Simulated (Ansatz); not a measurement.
Species: C₃H₆Si, SMILES `[SiH]1=CCC1` with one electron removed (charge 1, multiplicity 2), formula C3H6Si.

**Question.** How many basis functions does frozen-core CCSD(T)/cc-pVTZ // PBE-D3(BJ)/def2-TZVP in Ansatz (a program for electronic structure) use, how many core orbitals are frozen, and how many electrons are correlated?

**Answer.** 208 basis functions and 8 frozen orbitals, which leaves 21 correlated electrons. Core time is of the order of minutes.
